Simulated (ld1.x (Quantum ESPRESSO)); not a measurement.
**BP86 TM dataset for rhenium, fully relativistic all-electron reference.**

Re (Z = 75), norm-conserving Troullier–Martins (Kleinman–Bylander form), made with ld1.x (Quantum ESPRESSO) 7.5 (BP86, fully relativistic). Core [Kr] 4d10, reference 4f14 5s2 5p6 5d5 6s2 6p0. Waves: 5s (bound): rc 1.55 bohr; 5p (bound): rc 1.80 bohr; 5d (bound): rc 2.60 bohr; 4f (bound): rc 0.80 bohr. Local part: all-electron potential smoothed inside 2.45 bohr (lloc = -2). Core correction: Bessel-smoothed model core inside 0.55 bohr.

Open shells are filled in proportion to 2j + 1 (rel_dist='average').

Occupied shells without a wave of their own: 6s. They enter only through the test configuration that unscreens the potential, and ld1.x also counts them in the model core charge.

All-electron outer shells of the reference configuration (BP86, scalar-relativistic, ld1.x):

```tsv
shell	level (eV)	outermost node (bohr)	outermost maximum (bohr)
4p	-447.44	0.23	0.43
4d	-255.46	0.21	0.44
5s	-85.41	0.52	0.93
5p	-47.15	0.56	1.06
4f	-42.46	–	0.41
6s	-6.10	1.24	2.57
5d	-5.50	0.62	1.43
6p	-1.40	1.48	3.61
```

(1) Tests: 4f14 5s2 5p6 5d5 6s1 6p0; 4f14 5s2 5p6 5d5 6s0 6p0; 4f14 5s2 5p6 5d4 6s0 6p0; 4f14 5s2 5p6 5d4 6s2 6p1; 4f14 5s2 5p6 5d6 6s1 6p0; 4f14 5s2 5p6 5d5 6s1 6p1; 4f14 5s1 5p6 5d5 6s2 6p0. Which has the largest error in its energy relative to the reference configuration, and how large is it?

Results:

(1) 4f14 5s2 5p6 5d4 6s0 6p0, with +3676 meV (all-electron minus pseudo) on +53.20 eV.

A Bessel basis up to 400 Ry misses an occupied level by 0.10 Ry, so cutoffs and ghosts were not judged. The potential misses its own reference levels by up to 1.2 eV, so it is not fit for use. ld1.x takes every shell without a wave as core, so the model core holds the 6s electrons as well and exchange and correlation see them twice. This cancels in the reference configuration, but the file is broken for other ones, and its errors say nothing about a proper core correction.
